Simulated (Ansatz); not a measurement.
Computed with Ansatz on PBE0-D4/def2-TZVP structures; ΔE is electronic, products minus reactants. CCSD(T)/CBS adds triple-zeta CCSD(T) − MP2 to the extrapolated MP2 energy (def2 sets, frozen cores). Functionals use def2-TZVPP. B3LYP here is the variant with VWN-RPA as its local correlation; programs differ in this. For Ge outer-core shells are correlated without core-valence functions, which leaves a few kJ/mol of doubt a bond. Scalar relativity is left out up to krypton. Each species was taken in one conformer, which may not be the lowest.

Consider the ligand exchange at a B–C bond: `CBC(O)(F)F` + `[SH][GeH3]` → `CB[S][GeH3]` + `OC(F)F`.

| level | ΔE (kJ/mol) | difference from CCSD(T)/CBS |
| --- | --- | --- |
| PBE-D4 | -113.9 | 1.1 |
| r2SCAN-D4 | -113.2 | 1.8 |
| B3LYP-D4 | -111.3 | 3.7 |
| ωB97M-V | -109.2 | 5.8 |
| PBE | -112.5 | 2.5 |
| r2SCAN | -112.9 | 2.1 |
| B3LYP | -108.8 | 6.2 |
| HF/def2-TZVPP | -111.0 | 4.0 |
| MP2/def2-TZVPP | -124.9 | -9.9 |
| SCS-MP2/def2-TZVPP | -119.5 | -4.5 |
| CCSD/def2-TZVPP | -114.2 | 0.8 |
| CCSD(T)/def2-TZVPP | -116.7 | -1.7 |
| HF/def2-QZVPP | -109.9 | 5.1 |
| MP2/def2-QZVPP | -123.5 | -8.5 |
| SCS-MP2/def2-QZVPP | -118.2 | -3.2 |
| MP2/CBS(def2) | -123.1 | -8.1 |
| CCSD(T)/CBS | -115.0 | 0 |

Largest T1 diagnostic among the species: 0.013.

From PBE to PBE0 (25 % exact exchange), in def2-TZVPP and without D4, ΔE moves by −3.1 kJ/mol. In def2-TZVPP, CCSD(T) changes the Hartree–Fock value by −5.7 kJ/mol (the triples alone add −2.5 kJ/mol) and MP2 by −13.9 kJ/mol.
